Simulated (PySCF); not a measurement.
Bonds: Si1-F2 1.641 Å, Si1-C3 1.867 Å, Si1-C7 1.867 Å, Si1-C11 1.867 Å. C3 carries H4, H5, H6; C7 carries H8, H9, H10; C11 carries H12, H13, H14.

A single conformation, relativity neglected, no solvent model, fast rotation and ring inversion assumed for equivalent nuclei. Shieldings: GIAO B3LYP/pcSseg-1; coordinates at the PBE0-D3(BJ)/def2-SVP level; PySCF 2.14.0 with density-fitted response routines.

Referencing at the same level of theory: TMS for ¹³C, ¹H, ²⁹Si; CFCl3 for ¹⁹F.

```csv
atoms,nucleus,count,δ (ppm)
F2,¹⁹F,1,-183.2
H4/H5/H6/H8/H9/H10/H12/H13/H14,¹H,9,0.15
C3/C7/C11,¹³C,3,?
Si1,²⁹Si,1,?
```

Complete the table.

Results:


- C3/C7/C11: 0.1 ppm, carbon bonded to Si, 3 H
- Si1: 39.0 ppm, silicon bonded to 3 C, F

Shifts are as computed. Against solution values, carbons near 30 ppm lie about +2 ppm off and those near 130 ppm about +6 ppm. Of 1211 compounds with measured shifts, 218 miss one by over three times the rms of a fit or turn the order of signals round; such compounds aren't used in these exercises. Unscaled 19F shifts against computed CFCl3 carry errors that often reach 10 to 50 ppm.
